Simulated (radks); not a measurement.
Values are calculated unless marked as measured or tabulated.
The zirconium ion Zr22+, 18 electrons, occupied as [Ar].

Code: a radial shooting solver on a logarithmic mesh with Libxc functionals. Model: scalar-relativistic Kohn-Sham, exchange-only LDA, spin-polarised, spherical densities, point nucleus.

Energy parts (hartree):
| part | energy |
|---|---|
| total | -3301.06031 |
| kinetic | 3404.00404 |
| electron-nucleus | -7326.03107 |
| Hartree | 699.02449 |
| exchange | -78.05776 |

Orbitals (lengths in bohr, moments of r in powers of bohr; r(max) is where P^2 peaks):
orbital  occ.  eigenvalue (hartree)  <1/r>   r(max)
1s          2             -687.4794  41.20  0.02417
2s          2             -123.7617  9.307   0.1368
2p          6             -114.1865  9.059   0.1092
3s          2             -42.37238  3.559   0.3833
3p          6             -39.28484  3.444   0.3711

The highest occupied level is 3p at -1069.0 eV. Summed over all electrons, <r^2> = 1.718 bohr^2, which gives a Langevin (diamagnetic) susceptibility term of -1.36 x 10^-6 cm^3/mol.
